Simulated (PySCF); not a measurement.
# How methods differ on the ionisation energy of Re⁶¹⁺

Re⁶¹⁺ [Ne] 3s2 3p2 (3P) → Re⁶²⁺ [Ne] 3s2 3p1 (2P), as a difference of total energies. All numbers are calculated (PySCF 2.14, the spin-free X2C one-electron Hamiltonian (Gaussian nucleus), in an even-tempered Gaussian basis (17 s from 17 bohr⁻², ratio 2.5; 12 p from 22 bohr⁻², ratio 2.5; 4 d from 84 bohr⁻², ratio 2.7; 4 f from 130 bohr⁻², ratio 2.7)). Correlated levels: outer shells: 1s2 frozen; virtual orbitals above 40 to 60 times the deepest correlated orbital energy dropped. The calculations carry no spin-orbit coupling.

```json
{"method": "UHF", "ionisation energy (eV)": "6563.0"}
{"method": "LDA", "ionisation energy (eV)": "6563.8"}
{"method": "PBE", "ionisation energy (eV)": "6565.2"}
{"method": "PBE0", "ionisation energy (eV)": "6565.0"}
{"method": "r2SCAN", "ionisation energy (eV)": "6565.7"}
{"method": "BHandHLYP", "ionisation energy (eV)": "6565.3"}
{"method": "M06-2X", "ionisation energy (eV)": "6565.6"}
{"method": "MP2 (outer shells)", "ionisation energy (eV)": "6563.7"}
{"method": "SCS-MP2 (outer shells)", "ionisation energy (eV)": "6563.5"}
```

Spin-orbit coupling is strong in these open shells (close to jj coupling). The scalar numbers leave it out and a first-order estimate fails, so it can dominate the gap to the real levels.

Breit and QED terms and the two-electron picture change are absent.

For comparison: 6810 ± 12 eV (theoretical estimate listed by NIST; NIST Atomic Spectra Database, ionization energies).
